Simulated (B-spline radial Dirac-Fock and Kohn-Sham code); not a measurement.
**Ga²⁺: non-radiative channels of the 2p3/2 vacancy**

System: the Ga²⁺ ion, [Ar] 3d10 4s1, inside a Watson sphere of charge -2 and radius 1.8 Å (a model of the Madelung potential; inside it an electron's potential energy is raised by 16.0 eV).

Calculated with a B-spline atomic structure program, using independent-particle radiative and Coulomb Auger rates from relativistic LDA hole-state orbitals, with Dirac-Fock energies. Kinetic energies are configuration averages from the vacuum level; the two-hole energies are estimated from single-hole states.

```tsv
transition	kinetic energy (eV)	width (meV)	share (%)
L3-M1M1	–	2.36	0.3
L3-M1M3	–	46.0	5.9
L3-M2M3	862.9	72.2	9.3
L3-M3M3	866.1	105	13.5
L3-M1M4	–	3.50	0.5
L3-M1M5	–	4.47	0.6
L3-M2M5	952.6	33.8	4.3
L3-M2M4	954.8	3.63	0.5
L3-M3M4	956.1	79.6	10.2
L3-M3M5	957.9	119	15.4
L3-M3N1	983.7	2.59	0.3
L3-M4M4	1045.9	8.71	1.1
L3-M4M5	1046.0	175	22.5
L3-M5M5	1046.7	118	15.2
```

A dash stands for an energy that rests on an unreliable hole state.

The listed channels hold 100 % of the non-radiative rate. Summed by principal shells, of 0.777 eV in all: LMM 99.6 %, LMN 0.4 %.
